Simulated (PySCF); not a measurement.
Geometry:
| atom | x (Å) | y (Å) | z (Å) |
| --- | --- | --- | --- |
| C1 | -1.415 | 0.729 | 0.645 |
| C2 | -0.041 | 1.077 | 1.192 |
| C3 | 1.086 | 0.774 | 0.214 |
| C4 | 2.452 | 1.141 | 0.765 |
| C5 | 3.577 | 0.855 | -0.184 |
| O6 | 3.507 | 0.384 | -1.266 |
| Cl7 | 5.168 | 1.323 | 0.510 |
| H8 | -2.209 | 0.961 | 1.370 |
| H9 | -1.488 | -0.344 | 0.403 |
| H10 | -1.631 | 1.290 | -0.278 |
| H11 | 0.136 | 0.526 | 2.133 |
| H12 | -0.009 | 2.148 | 1.463 |
| H13 | 1.077 | -0.297 | -0.052 |
| H14 | 0.919 | 1.315 | -0.733 |
| H15 | 2.676 | 0.602 | 1.702 |
| H16 | 2.517 | 2.210 | 1.032 |

Geometry: PBE0-D3(BJ)/def2-SVP; GIAO absolute shieldings from PySCF, gas phase, non-relativistic, averaged over equivalent atoms.

At mPW1PW91/pcSseg-1 (171 basis functions, 14 s wall time on 1 thread of an AMD EPYC 7R43 64-Core, shared host):
| atoms | σ (ppm) |
| --- | --- |
| C5 | 0.7 |
| C4 | 133.1 |
| C3 | 154.5 |
| C2 | 158.5 |
| C1 | 167.3 |
| O6 | -253.7 |
| Cl7 | 476.8 |
| H15/H16 | 28.70 |
| H13/H14 | 29.99 |
| H8/H9/H10 | 30.28 |
| H11/H12 | 30.28 |

**Question.** Estimate the result of repeating the calculation with BLYP/pcSseg-1.

**Answer.** 
```json
{"atoms": "C5", "σ at BLYP/pcSseg-1": "-9.1", "change": "-9.8"}
{"atoms": "C4", "σ at BLYP/pcSseg-1": "121.9", "change": "-11.2"}
{"atoms": "C3", "σ at BLYP/pcSseg-1": "142.2", "change": "-12.3"}
{"atoms": "C2", "σ at BLYP/pcSseg-1": "146.6", "change": "-11.9"}
{"atoms": "C1", "σ at BLYP/pcSseg-1": "157.9", "change": "-9.4"}
{"atoms": "O6", "σ at BLYP/pcSseg-1": "-243.1", "change": "+10.6"}
{"atoms": "Cl7", "σ at BLYP/pcSseg-1": "424.0", "change": "-52.8"}
{"atoms": "H15/H16", "σ at BLYP/pcSseg-1": "28.62", "change": "-0.08"}
{"atoms": "H13/H14", "σ at BLYP/pcSseg-1": "29.99", "change": "+0.00"}
{"atoms": "H8/H9/H10", "σ at BLYP/pcSseg-1": "30.30", "change": "+0.02"}
{"atoms": "H11/H12", "σ at BLYP/pcSseg-1": "30.22", "change": "-0.06"}
```

The largest change is at Cl7 (chlorine bonded to C). Cost: 171 basis functions, 28 s wall time on 1 thread of an AMD EPYC 7R43 64-Core, shared host. The order of the carbon signals is the same at both levels.

Carbons that carry Cl, above all several Cl atoms, come out too deshielded, partly because spin–orbit coupling is missing.
